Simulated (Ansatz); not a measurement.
Basis-set extrapolation for C3H8Cl3NSi (`CC(C)N[Si](Cl)(Cl)Cl`) (PBE0-D4/def2-TZVP geometry, frozen core, Ansatz). Multiplicity 1, RHF reference.

```csv
,def2-TZVPP,def2-QZVPP
HF,-1840.466178,-1840.521601
MP2 correlation,-1.415867,-1.533305
CCSD(T) correlation,-1.562645,not run
```

Energies in hartree. Use E(X) = E(∞) + A·exp(−7.88·√X) for Hartree–Fock and E(X) = E(∞) + B·X^(−2.97) for correlation, with X = 3 and 4, and add CCSD(T) minus MP2 of the smaller set to the MP2 limit.

Question: What is the CCSD(T) energy at the basis-set limit?

Answer: HF limit: -1840.521601 + (-0.055423) × 0.13774 = -1840.52923. MP2 limit: -1.533305 + (-0.117438) × 0.74074 = -1.62030. Higher-order term: -1.562645 − (-1.415867) = -0.14678. Total: -1842.29631 hartree, 702.3 kJ/mol below CCSD(T)/def2-TZVPP.
